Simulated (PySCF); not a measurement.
Working with the constants of SbCl

UHF-CCSD(T) constants of SbCl, ³Σ⁻ (triplet), unpaired electrons π ↑↑ (basis Sb x2c-SVPall, Cl x2c-SVPall; spin-free X2C with a Gaussian nucleus; PySCF 2.14; masses 120.9038 and 34.9689 u):

| Property | Result |
| --- | --- |
| ωe | 358.9 cm⁻¹ |
| ωexe | 1.14 cm⁻¹ |
| Be | 0.10839 cm⁻¹ |
| αe | 0.000470 cm⁻¹ |
| De to Sb + Cl | 2.40 eV |

(1) What force constant and bond length do these constants imply?

(2) Estimate the centrifugal constant D from the Kratzer relation and find the Dunham coefficient a1.

Correlated steps freeze 23 core orbitals. Correlated levels converge slowly with the basis: in double zeta they bind strong bonds too weakly, by up to about 1 eV, and carry superposition errors of some tenths. Spin–orbit coupling is left out, which matters for elements this heavy, above all for dissociation energies. The state is the lowest determinant that a PBE0 search found; another state may lie lower at other levels.

Answers

(1) Reduced mass μred = 27.124 u; k = 5.8918×10⁻⁷·μred·ωe² (u, cm⁻¹, mdyn/Å) = 2.06 mdyn/Å; Re = √(16.8576/(μred·Be)) (u, cm⁻¹, Å) = 2.395 Å.

(2) D = 4Be³/ωe² = 3.95e-08 cm⁻¹; a1 = −1 − αeωe/(6Be²) = -3.39.
